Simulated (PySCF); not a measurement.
Below is a simulated gas-phase C 1s photoelectron spectrum of `C#C[C@H]1NC[SiH2]1`.

Every computed line was given a Gaussian of 0.4 eV full width at half maximum and an area set by the number of equivalent atoms; the highest printed point is 100. Theory: PySCF, delta-SCF UKS SCAN, pcX-2 on the ionised atom, pcseg-1 elsewhere, spin-free X2C.

```tsv
binding energy (eV)	intensity
289.1	1
289.2	4
289.3	14
289.4	38
289.5	72
289.6	97
289.7	93
289.8	66
289.9	44
290.0	48
290.1	75
290.2	98
290.3	96
290.4	77
290.5	69
290.6	84
290.7	100
290.8	91
290.9	62
291.0	37
291.1	38
291.2	63
291.3	92
291.4	97
291.5	73
291.6	39
291.7	15
291.8	4
291.9	1
```

How many maxima does the curve show, and how many computed lines lie under it?

The curve has 4 maxima (at 289.6, 290.2, 290.7 and 291.4 eV). Under it lie 4 lines from 4 inequivalent carbon sites.

Decompose the envelope and assign each component. Numbering: `[CH:1]#[C:2][C@H:3]1[NH:4][CH2:5][SiH2:6]1`.

```
position (eV)  relative area  line  atoms                   environment
       289.63              1  C 1s     C1        terminal alkyne carbon
       290.23              1  C 1s     C2                 alkyne carbon
       290.73              1  C 1s     C5  sp3 carbon bound to nitrogen
       291.37              1  C 1s     C3  sp3 carbon bound to nitrogen
```

The listed C 1s values span 1.74 eV, from C1 (bonded to C (triple bond) and H) to C3 (bonded to N, C, H and Si). Summing the Pauling electronegativity differences to the bonded atoms, each weighted by its formal bond order, gives -0.35 for the lowest site and -0.51 for the highest; the largest sum, 0.00, belongs to C2, 1.14 eV below the top. The smallest sum, -0.86, belongs to C5, 1.10 eV above the lowest.

No satellites, vibrations or lifetime broadening are included. The unrestricted hole states depart most from a pure doublet (⟨S²⟩ = 0.75; over 0.85 named) for C 1s of C2 (0.86), which makes this value less certain. The structure is a single GFN2-xTB conformer in the gas phase; no vibrational or solvent corrections.
